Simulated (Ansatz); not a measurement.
Mulliken charges of F2H4N2Ti (`[NH2][Ti]([NH2])([F])[F]`) from B3LYP/def2-TZVPP in Ansatz (PBE0-D4/def2-TZVP geometry).

| atom | x (Å) | y (Å) | z (Å) | charge (e) |
| --- | --- | --- | --- | --- |
| N1 | -1.243 | 0.649 | -0.680 | -0.487 |
| Ti2 | 0.419 | -0.189 | -0.486 | 1.175 |
| N3 | 0.685 | -0.398 | 1.346 | -0.480 |
| F4 | 0.372 | -1.764 | -1.290 | -0.398 |
| F5 | 1.675 | 0.843 | -1.181 | -0.398 |
| H6 | -1.858 | 0.928 | 0.068 | 0.151 |
| H7 | -1.642 | 0.884 | -1.579 | 0.138 |
| H8 | 0.468 | -1.241 | 1.862 | 0.150 |
| H9 | 1.212 | 0.243 | 1.923 | 0.150 |

**Question.** By hand: the dipole of these point charges (1 e Å = 4.8032 D).

**Answer.** Σ q r = (-0.301, 0.132, 0.458) e Å, of length 0.564 e Å = 2.71 D.

**Question.** How does the dipole of the full density compare? (Estimate.)

**Answer.** Ansatz gave: (-0.330, 0.143, 0.513) e Å, 3.01 D; the point charges give 0.90 times that, at 1° from its direction.

Point charges leave out the atoms' own dipoles, such as those of lone pairs, and Mulliken's split depends on the basis, so the close match here is no proof of good charges.

B3LYP here is the variant with VWN-RPA as its local correlation; programs differ in this.
